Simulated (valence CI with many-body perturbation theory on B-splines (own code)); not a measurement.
## Br IV: calculated level list

Level of theory: configuration interaction combined with many-body perturbation theory (CI+MBPT): four valence electrons over a frozen Dirac-Fock core [Ar] 3d10, radial functions for each j: 11 s, 11 p, 10 d, 8 f, 5 g, 2 h, with the one-electron correlation potential Σ1, the two-electron term Σ2, the three-electron term Σ3, Breit, model QED; selected CI, second order for the rest, scaled by the run's own slope (own B-spline code, finite nucleus).

No measured spectrum was set against this ion. As an estimate, levels hold to about 250 cm⁻¹ or 0.2 % of their energy and the worst to 1 %, as in measured heavy ions of charge 2 to 7; those with d or f electrons hold less well. Among the levels kept, up to 1600 cm⁻¹ of a level comes from second order outside the variational space, and about a tenth of that is noise between levels of different J, which matters for small intervals.

Levels 136 to 180 of 198, with energies above the lowest level, 4s2.4p2 3P_0. "Leading %" is the weight of the configuration and term that name the level; weights of strongly mixed levels are sums over their largest components and can fall short. In the jj column 3d3/2^4 stands for four electrons in 3d with j = 3/2. Lifetimes count E1, E2, E3, M1 and M2 decay at the calculated energies, and are blank where another channel may lead or the interval is too uncertain; long ones can be off by a factor of two.

| No. | Configuration | Term | J | E (cm⁻¹) | Leading % | Leading jj | Second component | Lifetime |
| --- | --- | --- | --- | --- | --- | --- | --- | --- |
| 136 | 4s.4p2.5p | 5D° | 1 | 304805 | 47 | 4s 4p1/2^2 5p1/2 (40 %) | 38 % 4s.4p2.5p 3S° | 899 ps |
| 137 | 4s2.4p.5f | 1F | 3 | 305154 | 33 | 4s^2 4p1/2 5f5/2 (64 %) | 24 % 4s2.4p.5f 3G | 229 ps |
| 138 | 4s.4p2.5p | 5D° | 1 | 305865 | 47 | 4s 4p1/2 4p3/2 5p1/2 (53 %) | 46 % 4s.4p2.5p 3S° | 906 ps |
| 139 | 4s2.4p.6d | 3F° | 2 | 306024 | 69 | 4s^2 4p1/2 6d3/2 (93 %) | 20 % 4s2.4p.6d 1D° | 1.71 ns |
| 140 | 4s.4p2.5s | 1D | 2 | 306311 | 51 | 4s 4p1/2 4p3/2 5s (30 %) | 10 % 4s.4p2.4d 1D | 84.7 ps |
| 141 | 4s.4p2.5p | 5D° | 2 | 306435 | 50 | 4s^2 4p1/2 6d5/2 (39 %) | 17 % 4s2.4p.6d 3D° | 992 ps |
| 142 | 4s.4p2.5p | 5D° | 2 | 306720 | 40 | 4s^2 4p1/2 6d5/2 (52 %) | 21 % 4s2.4p.6d 3P° | 916 ps |
| 143 | 4s2.4p.6d | 3F° | 3 | 306829 | 49 | 4s^2 4p1/2 6d5/2 (88 %) | 24 % 4s2.4p.6d 3D° | 1.12 ns |
| 144 | 4s2.4p.6d | 3D° | 1 | 306991 | 60 | 4s^2 4p1/2 6d3/2 (85 %) | 16 % 4s2.4p.6d 1P° | 819 ps |
| 145 | 4s2.4p.5g | 3F° | 4 | 307363 | 45 | 4s^2 4p1/2 5g9/2 (91 %) | 26 % 4s2.4p.5g 1G° | 875 ps |
| 146 | 4s2.4p.5g | 3H° | 4 | 307401 | 62 | 4s^2 4p1/2 5g7/2 (92 %) | 18 % 4s2.4p.5g 3G° | 862 ps |
| 147 | 4s2.4p.5g | 3H° | 5 | 307410 | 34 | 4s^2 4p1/2 5g9/2 (95 %) | 33 % 4s2.4p.5g 3G° | 884 ps |
| 148 | 4s2.4p.5g | 3G° | 3 | 307412 | 50 | 4s^2 4p1/2 5g7/2 (91 %) | 24 % 4s2.4p.5g 1F° | 894 ps |
| 149 | 4s2.4p.5f | 3D | 2 | 307740 | 42 | 4s^2 4p3/2 5f5/2 (57 %) | 16 % 4s.4p2.4d 3D | 197 ps |
| 150 | 4s2.4p.5f | 3D | 3 | 307791 | 34 | 4s^2 4p3/2 5f7/2 (48 %) | 13 % 4s2.4p.5f 1F | 193 ps |
| 151 | 4s.4p2.4d | 3D | 1 | 308194 | 50 | 4s^2 4p3/2 5f5/2 (41 %) | 41 % 4s2.4p.5f 3D | 119 ps |
| 152 | 4s2.4p.7s | 3P° | 0 | 308444 | 95 | 4s^2 4p1/2 7s (95 %) |  | 501 ps |
| 153 | 4s.4p2.5p | 5D° | 3 | 308598 | 91 | 4s 4p1/2 4p3/2 5p3/2 (70 %) | 5 % 4s.4p2.5p 5P° | 861 ps |
| 154 | 4s2.4p.7s | 3P° | 1 | 308619 | 67 | 4s^2 4p1/2 7s (95 %) | 29 % 4s2.4p.7s 1P° | 439 ps |
| 155 | 4s2.4p.5f | 1G | 4 | 308741 | 37 | 4s^2 4p3/2 5f7/2 (48 %) | 33 % 4s2.4p.5f 3G | 346 ps |
| 156 | 4s2.4p.5f | 1D | 2 | 309245 | 52 | 4s^2 4p3/2 5f7/2 (58 %) | 12 % 4s2.4p.5f 3D | 214 ps |
| 157 | 4s.4p2.4d | 3D | 1 | 309424 | 53 | 4s^2 4p3/2 5f5/2 (34 %) | 34 % 4s2.4p.5f 3D | 157 ps |
| 158 | 4s2.4p.5f | 3G | 3 | 309755 | 50 | 4s^2 4p3/2 5f5/2 (40 %) | 31 % 4s2.4p.5f 1F | 197 ps |
| 159 | 4s.4p2.4d | 3D | 2 | 310116 | 69 | 4s 4p3/2^2 4d3/2 (24 %) | 9 % 4s2.4p.5f 3D | 124 ps |
| 160 | 4s.4p2.5p | 5P° | 2 | 310358 | 48 | 4s 4p1/2 4p3/2 5p3/2 (42 %) | 38 % 4s.4p2.5p 5S° | 976 ps |
| 161 | 4s.4p2.5p | 5P° | 1 | 310960 | 84 | 4s 4p1/2 4p3/2 5p3/2 (36 %) | 5 % 4s.4p2.5p 3S° | 936 ps |
| 162 | 4s.4p2.5p | 5D° | 4 | 311173 | 88 | 4s 4p3/2^2 5p3/2 (49 %) | 6 % 4s2.4p.6d 3F° | 888 ps |
| 163 | 4s2.4p.6d | 1D° | 2 | 311819 | 36 | 4s^2 4p3/2 6d3/2 (74 %) | 27 % 4s2.4p.6d 3D° | 1.09 ns |
| 164 | 4s2.4p.6d | 3D° | 3 | 312042 | 52 | 4s^2 4p3/2 6d5/2 (49 %) | 28 % 4s2.4p.6d 3F° | 958 ps |
| 165 | 4s2.4p.5f | 3G | 4 | 312069 | 47 | 4s^2 4p3/2 5f5/2 (85 %) | 43 % 4s2.4p.5f 1G | 411 ps |
| 166 | 4s.4p2.5p | 3D° | 1 | 312180 | 51 | 4s 4p1/2 4p3/2 5p3/2 (32 %) | 25 % 4s2.4p.6d 3P° | 1.05 ns |
| 167 | 4s2.4p.6d | 3F° | 4 | 312262 | 85 | 4s^2 4p3/2 6d5/2 (85 %) | 7 % 4s.4p2.5p 5D° | 1.74 ns |
| 168 | 4s.4p2.4d | 3D | 3 | 312519 | 77 | 4s 4p3/2^2 4d5/2 (53 %) | 9 % 4s2.4p.5f 3D | 109 ps |
| 169 | 4s2.4p.6d | 3P° | 2 | 312561 | 54 | 4s^2 4p3/2 6d5/2 (77 %) | 19 % 4s2.4p.6d 1D° | 1.06 ns |
| 170 | 4s2.4p.5f | 3G | 5 | 312573 | 90 | 4s^2 4p3/2 5f7/2 (90 %) | 5 % 4s.4p2.4d 3G | 253 ps |
| 171 | 4s2.4p.5g | 1G° | 4 | 313029 | 35 | 4s^2 4p3/2 5g7/2 (90 %) | 33 % 4s2.4p.5g 3H° | 849 ps |
| 172 | 4s2.4p.5g | 3G° | 5 | 313031 | 62 | 4s^2 4p3/2 5g9/2 (91 %) | 20 % 4s2.4p.5g 3H° | 865 ps |
| 173 | 4s2.4p.6d | 3P° | 0 | 313219 | 92 | 4s^2 4p3/2 6d3/2 (92 %) |  | 1.07 ns |
| 174 | 4s.4p2.5p | 5P° | 3 | 313298 | 60 | 4s 4p1/2 4p3/2 5p3/2 (24 %) | 7 % 4s.4p2.5p 3D° | 940 ps |
| 175 | 4s2.4p.5g | 3F° | 4 | 313396 | 50 | 4s^2 4p3/2 5g9/2 (86 %) | 24 % 4s2.4p.5g 3G° | 903 ps |
| 176 | 4s2.4p.5g | 3G° | 3 | 313403 | 38 | 4s^2 4p3/2 5g7/2 (77 %) | 26 % 4s2.4p.5g 1F° | 913 ps |
| 177 | 4s2.4p.6d | 3P° | 1 | 313470 | 50 | 4s^2 4p3/2 6d3/2 (51 %) | 20 % 4s.4p2.5p 3D° | 1.18 ns |
| 178 | 4s.4p2.5p | 5S° | 2 | 313545 | 52 | 4s 4p3/2^2 5p1/2 (36 %) | 33 % 4s.4p2.5p 5P° | 1.04 ns |
| 179 | 4s.4p2.4d | 1D | 2 | 313728 | 35 | 4s^2 4p3/2 5f7/2 (16 %) | 17 % 4s.4p2.5s 1D | 233 ps |
| 180 | 4s2.4p.5g | 3H° | 6 | 313784 | 96 | 4s^2 4p3/2 5g9/2 (96 %) |  | 873 ps |

Names give the largest LS component (configuration and term), which can be under half, so a name can repeat, a term be missing and a line seem to break the LS rules; names also repeat where a configuration has a term twice.

Where two levels of one J and parity lie close, their mixing, g and order are uncertain.
